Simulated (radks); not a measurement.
Q: Neutral neodymium, 60 electrons, occupied as [Xe] 4f4 6s2. All-electron calculation, Dirac Kohn-Sham, PBE, spin-unpolarised, spherical densities, point nucleus; open shells fill j = l - 1/2 first. Program: a radial shooting solver on a logarithmic mesh with Libxc functionals.

Spin-orbit splittings of the eigenvalues, e(l+1/2) - e(l-1/2), with zeta = 2 splitting/(2l+1) and mean radii in bohr:

| shell | occ. | splitting (eV) | zeta (eV) | <r> j=l-1/2 | <r> j=l+1/2 |
|---|---|---|---|---|---|
| 2p | 6 | 520.1 | 346.7 | 0.08422 | 0.09063 |
| 3p | 6 | 103.8 | 69.22 | 0.2556 | 0.2681 |
| 3d | 10 | 22.44 | 8.976 | 0.2394 | 0.2433 |
| 4p | 6 | 22.50 | 15.00 | 0.6238 | 0.6520 |
| 4d | 10 | 3.974 | 1.590 | 0.7015 | 0.7116 |
| 4f | 4 | ? | ? | 1.124 | 1.151 |
| 5p | 6 | 3.014 | 2.009 | 1.668 | 1.760 |

Estimate the 4f splitting.

A: 0.3999 eV (zeta = 0.1143 eV).
